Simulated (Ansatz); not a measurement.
C$_{4}$F$_{5}$ (SMILES FC(F)=[C]C(F)=C(F)F), doublet, at a GFN2-xTB geometry, atoms displaced at random by about 0.05 Å a coordinate. Base run: PBE/3-21G run with Ansatz (a first-principles code).

Ansatz was given this input:
Ansatz 0.2 input:
```yaml
crystal:
  periodic: [false, false, false]
  atoms:
    - {symbol: F, position_ang: [2.67965749, 0.85193016, 0.24802368]}
    - {symbol: C, position_ang: [1.91195506, -0.02320582, 0.52498415]}
    - {symbol: F, position_ang: [2.23066961, -1.04020983, 1.24567555]}
    - {symbol: C, position_ang: [0.69218127, -0.17770926, -0.06636491]}
    - {symbol: C, position_ang: [-0.51347050, -0.19456284, -0.53071087]}
    - {symbol: F, position_ang: [-0.66782039, -0.85621817, -1.72177738]}
    - {symbol: C, position_ang: [-1.65791372, 0.31583195, 0.02717736]}
    - {symbol: F, position_ang: [-2.95974466, 0.18713133, -0.67209044]}
    - {symbol: F, position_ang: [-1.70373994, 0.85529696, 1.11590587]}
basis:
  gaussian:
    orbitals: 3-21G.json
hamiltonian:
  xc: pbe
magnetization: {spin_polarized: true, initial_magnetization: 1}
relax: {}
```
The basis file holds 3-21G in the JSON format of the Basis Set Exchange.

Each row names what was changed in the base input (with any setting that the change needs).

| change | ΔE vs base (µEh) | optimiser steps | core-seconds (rough) |
|---|---|---|---|
| base | 0.0 | 11 | 50 |
| relax = max_displacement: 0.02 | 0.2 | 15 | 80 |
| relax = f_tol: 0.002 | -0.1 | 12 | 80 |
| relax = f_tol: 0.0005 | -0.2 | 16 | 90 |
| relax = f_tol: 0.1 | 19.7 | 8 | 40 |
| relax = escape_saddle: false | 0.0 | 11 | 70 |
| relax = max_displacement: 0.5 | 0.1 | 11 | 60 |
